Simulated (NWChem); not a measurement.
The numbers come from NWChem runs, not from measurements. System: H2Cl2Si, charge 0, spin multiplicity 1, at a geometry optimised with PBE0/def2-SVP. The structure started from a generated list of species. Level: CR-CCSD(T)/def2-SVP, 15 core orbitals frozen.

The NWChem input:

```
start mol
memory heap 100 mb stack 700 mb global 1900 mb
geometry units angstroms nocenter noautoz
  Si     0.000000     0.000000     0.768927
  Cl    -1.683952     0.000000    -0.410357
  Cl     1.683952     0.000000    -0.410357
  H      0.000000    -1.233025     1.593580
  H      0.000000     1.233025     1.593580
  symmetry group C2v
end
basis spherical
  * library def2-svp
end
scf
  rhf
  nopen 0
  maxiter 100
  thresh 1e-7
  semidirect memsize 60000000 filesize 0
end
tce
  freeze core 15
  cr-ccsd(t)
  2eorb
  2emet 13
  thresh 1e-6
  maxiter 100
  tilesize 24
end
task tce energy
```

Part of the output:

```
             Northwest Computational Chemistry Package (NWChem) 7.3.0
             --------------------------------------------------------

                                NWChem Input Module
                                -------------------

 Scaling coordinates for geometry "geometry" by  1.889725989
 (inverse scale =  0.529177249)

 Turning off AUTOSYM since
 SYMMETRY directive was detected!

                             Geometry "geometry" -> ""
                             -------------------------

 Output coordinates in angstroms (scale by  1.889725989 to convert to a.u.)

  No.       Tag          Charge          X              Y              Z
 ---- ---------------- ---------- -------------- -------------- --------------
    1 Si                  14.0000     0.00000000     0.00000000     0.76892700
    2 Cl                  17.0000    -1.68395200     0.00000000    -0.41035700
    3 Cl                  17.0000     1.68395200     0.00000000    -0.41035700
    4 H                    1.0000     0.00000000    -1.23302500     1.59358000
    5 H                    1.0000     0.00000000     1.23302500     1.59358000

 Effective nuclear repulsion energy (a.u.)     190.5729454024

            Nuclear Dipole moment (a.u.)
            ----------------------------
        X                 Y               Z
 ---------------- ---------------- ----------------
     0.0000000000     0.0000000000    -0.0000000000

      Symmetry information
      --------------------

 Group name             C2v
 Group number             16
 Group order               4
 No. of unique centers     3

      Symmetry unique atoms

     1    2    4


 Summary of "ao basis" -> "" (spherical)
 ------------------------------------------------------------------------------
       Tag                 Description            Shells   Functions and Types
 ---------------- ------------------------------  ------  ---------------------
 *                          def2-svp                  on all atoms

 Summary of "ao basis" -> "ao basis" (spherical)
 ------------------------------------------------------------------------------
[...]
            General Information
            -------------------
      Number of processors :     1
         Wavefunction type : Restricted Hartree-Fock
          No. of electrons :    50
           Alpha electrons :    25
            Beta electrons :    25
           No. of orbitals :   128
            Alpha orbitals :    64
             Beta orbitals :    64
        Alpha frozen cores :    15
         Beta frozen cores :    15
     Alpha frozen virtuals :     0
      Beta frozen virtuals :     0
         Spin multiplicity : singlet
    Number of AO functions :    64
       Number of AO shells :    30
        Use of symmetry is : on
      Symmetry adaption is : on
         Schwarz screening : 0.10D-09

          Correlation Information
          -----------------------
          Calculation type : Coupled-cluster singles & doubles w/ perturbation
   Perturbative correction : Completely renormalized (T)
            Max iterations :      100
        Residual threshold : 0.10D-05
     T(0) DIIS level shift : 0.00D+00
     L(0) DIIS level shift : 0.00D+00
     T(1) DIIS level shift : 0.00D+00
     L(1) DIIS level shift : 0.00D+00
     T(R) DIIS level shift : 0.00D+00
     T(I) DIIS level shift : 0.00D+00
   CC-T/L Amplitude update :  5-th order DIIS
                I/O scheme : Global Array Library
        L-threshold :  0.10D-05
        EOM-threshold :  0.10D-05
 no EOMCCSD initial starts read in
 TCE RESTART OPTIONS
 SLICE:      F
 D4D5:       F
 quantumc:   F
 qrotation:  F
 pwtce:      F
 qducc:      F
 nacto:                         0
 nrotv:                         0
 nrot:                          0

            Memory Information
            ------------------
          Available GA space size is     249032704 doubles
          Available MA space size is     104854804 doubles

 Maximum block size supplied by input
 Maximum block size        24 doubles

 tile_dim =     15

 -------------------------------------------------

 Global array virtual files algorithm will be used

 Parallel file system coherency ......... OK

 4-electron integrals stored in orbital form

 v2    file size   =           358103
 4-index algorithm nr.  13 is used
 imaxsize =       30
 imaxsize ichop =        0


CCSD iterations
 ---------------------------------------------------------
 Iter          Residuum       Correlation     Cpu    Wall
 ---------------------------------------------------------
    1   0.1367368945717  -0.3615842362755     0.4     0.4
    2   0.0366676891396  -0.3921770156694     0.4     0.4
    3   0.0118968380849  -0.3983619173465     0.4     0.4
    4   0.0042085725225  -0.4000128835988     0.4     0.4
    5   0.0015765750034  -0.4005545277994     0.3     0.3
    6   0.0002611240199  -0.4008311652213     0.4     0.4
    7   0.0001062452417  -0.4008314806074     0.4     0.4
    8   0.0000461161499  -0.4008346012385     0.4     0.4
    9   0.0000233633718  -0.4008353310686     0.4     0.4
   10   0.0000114952375  -0.4008358958097     0.4     0.4
   11   0.0000019728241  -0.4008363462134     0.4     0.4
   12   0.0000008360701  -0.4008363918377     0.4     0.4
 -----------------------------------------------------------------
 Iterations converged
 CCSD correlation energy / hartree =        -0.400836391837699
 CCSD total energy / hartree       =     -1209.213984537370152

 Singles contributions

 Doubles contributions
 CR-CCSD(T)

 CR-CCSD[T]  correction energy / hartree =        -0.006748126416101
 CR-CCSD[T] correlation energy / hartree =        -0.407584518253800
 CR-CCSD[T] total energy / hartree       =     -1209.220732663786293
 CR-CCSD(T)  correction energy / hartree =        -0.006552580540530
 CR-CCSD(T) correlation energy / hartree =        -0.407388972378229
 CR-CCSD(T) total energy / hartree       =     -1209.220537117910681

 Task  times  cpu:       13.0s     wall:       13.0s

 Total times  cpu:       13.1s     wall:       13.1s
```
